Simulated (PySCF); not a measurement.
## Löwdin shares of the frontier orbitals

Compound: C6H11B.
Cartesian coordinates in Å at the PBE0-D3(BJ)/def2-SVP level; atoms count from 1:
```xyz
18
C6H11B angstrom
B     -0.391   -1.007   -0.087
C      0.092    0.005   -1.090
C      1.225   -0.312   -2.078
C      2.297   -0.058   -0.999
C      1.251    0.298    0.069
C      0.743    1.749    0.097
C     -0.306    1.486   -1.001
H     -1.166   -0.672    0.781
H      0.071   -2.129   -0.092
H      1.204   -1.343   -2.457
H      1.262    0.372   -2.938
H      3.005    0.759   -1.207
H      2.878   -0.954   -0.737
H      1.342   -0.213    1.041
H      0.303    2.020    1.067
H      1.521    2.491   -0.145
H     -1.345    1.648   -0.682
H     -0.143    2.039   -1.938
```

Level of theory: TDDFT wB97X-D/def2-SVPD, vertical, gas phase, core orbitals frozen in the response (PySCF 2.14.0, density-fitted response routines).

Frontier orbitals with the atoms that hold most of them (Löwdin shares over 4%, at most four atoms; ? is withheld):

```json
{"orbital": "HOMO-3", "ε (eV)": "-10.84", "atoms": "C5 16%, C7 12%, C3 11%, C2 11%"}
{"orbital": "HOMO-2", "ε (eV)": "-10.82", "atoms": "B1 23%, H8 12%, H9 11%, C6 8%"}
{"orbital": "HOMO-1", "ε (eV)": "-10.14", "atoms": "?"}
{"orbital": "HOMO", "ε (eV)": "-8.90", "atoms": "?"}
{"orbital": "LUMO", "ε (eV)": "?", "atoms": "B1 47%, H8 7%, H9 7%, C2 6%"}
{"orbital": "LUMO+1", "ε (eV)": "2.28", "atoms": "C5 15%, H14 13%, B1 10%, C6 9%"}
{"orbital": "LUMO+2", "ε (eV)": "2.65", "atoms": "B1 32%, C2 12%, H9 5%, H8 5%"}
```

(1) Give the leading atoms of the HOMO.

(2) Give the leading atoms of the HOMO-1.

(3) What is the LUMO energy, and the HOMO–LUMO gap?

Answers

(1) C2 (bonded to B and 3 C) 29%; C5 (bonded to 3 C and H) 17%; B1 (bonded to C and 2 H) 15%; C4 (bonded to 2 C and 2 H) 7%. By element: carbon 52% or more, boron 15%.

(2) C2 (bonded to B and 3 C) 17%; C3 (bonded to 2 C and 2 H) 13%; C7 (bonded to 2 C and 2 H) 13%; B1 (bonded to C and 2 H) 10%. By element: carbon 44% or more, boron 10%.

(3) ε(LUMO) = 1.90 eV; the gap is 10.80 eV (0.3968 hartree).

Problem. How does S1 compare with the orbital gap of 10.80 eV?

Solution. S1 is at 6.42 eV (f = 0.095), 4.38 eV below the gap, made of HOMO→LUMO (69%), HOMO→LUMO+1 (18%). 

Next come S2 at 6.86 eV (f 0.023), HOMO→LUMO+1 (53%), HOMO→LUMO+2 (30%); S3 at 7.29 eV (f 0.0023), HOMO-1→LUMO (51%), HOMO-2→LUMO (15%), HOMO-1→LUMO+2 (14%); S4 at 7.32 eV (f 0.0054), HOMO→LUMO+2 (51%), HOMO→LUMO+1 (21%), HOMO→LUMO (18%); S5 at 7.82 eV (f 0.039), HOMO→LUMO+3 (72%), HOMO→LUMO+5 (16%).

Time: 93 s of wall time; peak memory 1.1 GiB. Hardware: one thread, Arm Neoverse V1 (aarch64), on a shared host.

One conformer stands for the species.

Without π bonds the low states are Rydberg-like; a valence basis with one diffuse set may place them up to an eV too high.
